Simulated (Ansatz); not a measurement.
# CH3F2Si: where a starting geometry ends

The starting geometry of this gas-phase doublet is a saddle point at PBE-D3(BJ)/def2-SVP, pushed by 0.25 Å along its imaginary mode; its bonds are those of `[CH2][SiH](F)F`.

```csv
atom,x (Å),y (Å),z (Å)
C,-0.6108,1.3761,-0.3262
F,1.2368,0.1596,1.4424
F,-0.2746,-1.4114,-0.0378
Si,0.5571,-0.0161,-0.0185
H,-0.3129,2.4507,-0.1386
H,-1.6429,1.1992,-0.7687
H,1.6693,-0.1321,-1.0156
```

Task: Predict what becomes of its bonds when it is optimised with PBE-D3(BJ)/def2-SVP.

Result: It keeps its bonds, and is `[CH2][SiH](F)F`.

The energy falls by 0.04 eV over 30 steps:

```tsv
step	E − E(last) (eV)
1	0.038
4	0.003
7	0.003
11	0.002
14	0.002
17	0.001
20	0.001
24	0.000
27	0.000
30	0.000
```

Final geometry (Å):

```xyz
7

C    -0.6029    1.3795   -0.3519
F     1.0238   -0.0177    1.5414
F    -0.2064   -1.4209   -0.2756
Si    0.5638   -0.0050   -0.0257
H    -0.2729    2.3517   -0.7562
H    -1.6820    1.3039   -0.1332
H     1.7986    0.0343   -0.8618
```

Frequencies at the end are all real (lowest 51 cm⁻¹). Open shells are spin-unrestricted. Run with Ansatz 0.2.0, 99 s on 1 thread of Arm Neoverse V2, on a shared host.
